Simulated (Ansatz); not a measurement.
Geometry optimisation, RKS PBE-D4/def2-SVP (Ansatz).

Input file:

```yaml
crystal:
  periodic: [false, false, false]
  atoms:
    - { symbol: W, position_ang: [-0.16786, 0.0, -0.16786] }
    - { symbol: H, position_ang: [0.193269, 0.020759, 1.50467] }
    - { symbol: H, position_ang: [1.50467, -0.020759, 0.193269] }
    - { symbol: Cl, position_ang: [0.070503, 2.259419, 0.100096] }
    - { symbol: Cl, position_ang: [-2.282807, 0.014876, 0.811829] }
    - { symbol: Cl, position_ang: [0.100096, -2.259419, 0.070503] }
    - { symbol: Cl, position_ang: [0.811829, -0.014876, -2.282807] }
basis:
  gaussian: { orbitals: def2-SVP }
hamiltonian:
  xc: pbe
  dispersion: d4
relax:
  f_tol: 0.03
  max_steps: 50
```

Command:

```bash
$ ansatz run input.yaml --threads 4 --pin off --max-ram 5120MiB --backend cpu --events-out ev --progress --plain --runs-dir out
```

Problem. Where does it end, and by what steps?

Solution. The run converged. After 2 steps the energy has fallen by 0.030 eV; H2 moved furthest, 0.06 Å.

| step | energy less start (eV) | largest force component (eV/Å) | accepted |
| --- | --- | --- | --- |
| 0 | 0.0000 | 0.421 | yes |
| 1 | 0.0596 | 0.529 | no |
| 2 | -0.0300 | 0.017 | yes |

```xyz
7
Properties=species:S:1:pos:R:3
W -0.163 0.000 -0.163
H 0.244 -0.001 1.470
H 1.470 0.001 0.244
Cl 0.081 2.256 0.080
Cl -2.282 0.001 0.799
Cl 0.080 -2.256 0.081
Cl 0.799 -0.001 -2.282
```

Whether the end is a true minimum wasn't checked by a vibrational analysis.

Time of the run: 5.2 s on 4 threads of Arm Neoverse V2 (shared host), peak memory 0.18 GiB.
